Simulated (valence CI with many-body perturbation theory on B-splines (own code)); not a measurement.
The numbers below are computed, except where a source is named.
# Ga¹⁵⁺: magnetic and hyperfine properties of the levels

Level of theory: relativistic CI+MBPT: six valence electrons over a frozen Dirac-Fock core [Ne], a basis of 9 s, 9 p, 8 d, 6 f, 3 g, 1 h functions for each j, with the one-electron correlation potential Σ1 (screened to all orders), the two-electron term Σ2, the three-electron term Σ3, Breit, model QED; selected single and double excitations, second order for the rest, scaled by the run's own slope (own B-spline code, finite nucleus).

No measured levels were compared; by estimate levels of excited configurations hold to 0.05 to 0.15 % of their energy, terms of the ground configuration to about 0.5 %. Among the levels kept, up to 1400 cm⁻¹ of a level comes from second order outside the variational space, and about a tenth of that is noise between levels of different J, which matters for small intervals.

A/g_I is the dipole constant over the nuclear g factor μ/I (μ in nuclear magnetons, uniformly magnetised nucleus), B/Q the quadrupole constant per barn. Both hold the static response of the core; the bare values leave it out. Large factors of s and p1/2 electrons are usually good to 5 to 10 %; those of open d and f shells near neutrality can be off by tens of per cent, and small factors of p3/2, d and f electrons come from cancelling terms and can be off by a factor of two or in sign, in half-filled shells by more. B is blank for J = 1/2, where it vanishes, and for nearly pure S terms. Energies count from the lowest level. Levels with J = 0 are left out.

Names give the largest LS component (configuration and term), which can be under half, so a name can repeat, a term be missing and a line seem to break the LS rules; names also repeat where a configuration has a term twice. Letters in brackets count levels of one name in rising energy.

```csv
Level,E (eV),g,A/g_I (MHz),A/g_I bare,B/Q (MHz/b),B/Q bare
3s2.3p4 3P_2,0.000,1.449,8360,8320,11000,10600
3s2.3p4 3P_1,4.315,1.500,-486,-108,-7600,-7320
3s2.3p4 1D_2,8.165,1.049,17600,17000,-26300,-25300
3s.3p5 3P°_2,50.261,1.499,36800,35500,-13800,-13300
3s.3p5 3P°_1,53.035,1.477,25800,25100,6400,6160
3s.3p5 1P°_1,64.103,1.020,32400,31000,-11000,-10600
3s2.3p3.3d 5D°_2,67.052,1.445,2730,3140,-477,-513
3s2.3p3.3d 5D°_3,67.092,1.459,2530,2920,1370,1400
3s2.3p3.3d 5D°_1,67.102,1.486,1520,2030,-1190,-1260
3s2.3p3.3d 5D°_4,67.600,1.478,1310,1680,2110,2330
3s2.3p3.3d 3D°_2 [a],70.455,1.021,3700,3760,-1120,-966
3s2.3p3.3d 3D°_3 [a],72.138,1.296,720,1050,7040,6900
3s2.3p3.3d 3D°_1 [a],72.591,0.524,13600,13000,60.5,91.8
3s2.3p3.3d 3F°_2 [a],73.163,0.870,13200,12800,-15400,-14800
3s2.3p3.3d 3F°_3 [a],73.926,1.126,11000,10800,-14600,-14100
3s2.3p3.3d 3F°_4 [a],75.192,1.226,8770,8700,-15400,-14800
3s2.3p3.3d 3G°_3,76.924,0.818,5720,5620,9780,9720
3s2.3p3.3d 3G°_4,77.742,1.115,4230,4290,15400,15100
3s2.3p3.3d 3G°_5,78.706,1.199,8540,8440,2940,3130
3s2.3p3.3d 1G°_4,79.119,1.027,9800,9590,2900,3090
3s2.3p3.3d 1D°_2,80.872,0.999,9450,9350,11000,10700
3s2.3p3.3d 3D°_1 [b],81.747,0.524,2960,2900,-3610,-3440
3s2.3p3.3d 3P°_1 [a],83.275,1.481,-291,369,-1380,-1360
3s2.3p3.3d 3D°_2 [b],84.175,1.085,705,965,8210,8060
3s2.3p3.3d 3F°_3 [b],84.387,1.064,8110,8030,8930,8820
3s2.3p3.3d 3F°_2 [b],84.889,0.871,8940,8760,4660,4580
3s2.3p3.3d 3F°_4 [b],85.722,1.200,5210,5280,7360,7350
3s2.3p3.3d 3P°_2 [a],86.560,1.378,1410,1780,11800,11500
3s2.3p3.3d 3D°_3 [b],86.592,1.259,6880,6930,-5910,-5570
3s2.3p3.3d 3P°_1 [b],90.581,1.461,7520,7430,-1820,-1750
3s2.3p3.3d 3P°_2 [b],90.699,1.479,10300,10300,-3970,-3940
3s2.3p3.3d 3S°_1,91.455,1.623,527,1100,-2280,-2220
3s2.3p3.3d 1F°_3,91.647,1.092,5310,5330,21500,20900
3s2.3p3.3d 3P°_1 [c],93.851,1.368,22900,22400,1440,1370
```

Take the isotope of mass number 69, with I = 3/2, μ = 2.01502 μN and Q = 0.171 b. What is the hyperfine structure of 3s.3p5 1P°_1?

From the table A = 43500 MHz, B = -1880 MHz. Shifts from the centre of gravity in MHz: F = 1/2: -111000, F = 3/2: -41600, F = 5/2: 64800.
